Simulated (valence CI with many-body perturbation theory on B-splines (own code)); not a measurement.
The numbers below are computed, except where a source is named.
# Assign the levels of Br²¹⁺

Method: configuration interaction combined with many-body perturbation theory (CI+MBPT): four valence electrons over a frozen Dirac-Fock core [Ne], radial functions for each j: 11 s, 11 p, 10 d, 8 f, 5 g, 2 h, with the one-electron correlation potential Σ1, the two-electron term Σ2, the three-electron term Σ3, Breit, model QED; selected CI, second order for the rest, scaled by the run's own slope (own B-spline code, finite nucleus).

No measured levels were compared; by estimate levels of excited configurations hold to 0.05 to 0.15 % of their energy, terms of the ground configuration to about 0.5 %. Among the levels kept, up to 800 cm⁻¹ of a level comes from second order outside the variational space, and about a tenth of that is noise between levels of different J, which matters for small intervals.

```json
{"No.": "2", "J": "1", "Parity": "even", "E (eV)": "7.195", "g": "1.499"}
{"No.": "6", "J": "2", "Parity": "odd", "E (eV)": "54.028", "g": "1.944"}
{"No.": "7", "J": "1", "Parity": "odd", "E (eV)": "66.894", "g": "0.677"}
{"No.": "9", "J": "3", "Parity": "odd", "E (eV)": "70.522", "g": "1.331"}
{"No.": "12", "J": "1", "Parity": "odd", "E (eV)": "78.855", "g": "1.362"}
{"No.": "15", "J": "2", "Parity": "odd", "E (eV)": "92.164", "g": "0.722"}
{"No.": "16", "J": "3", "Parity": "odd", "E (eV)": "95.377", "g": "1.089"}
{"No.": "17", "J": "4", "Parity": "odd", "E (eV)": "101.948", "g": "1.249"}
```

Energies count from the lowest level. Strongly mixed levels and levels close to another of their J and parity, and those with J = 0 are left out, so the numbers can have gaps.

Question: Give configuration and LS term of each level.

Answer: 2: 3s²3p² ³P; 6: 3s3p³ ⁵S°; 7: 3s3p³ ³D°; 9: 3s3p³ ³D°; 12: 3s3p³ ³P°; 15: 3s²3p3d ³F°; 16: 3s²3p3d ³F°; 17: 3s²3p3d ³F°.
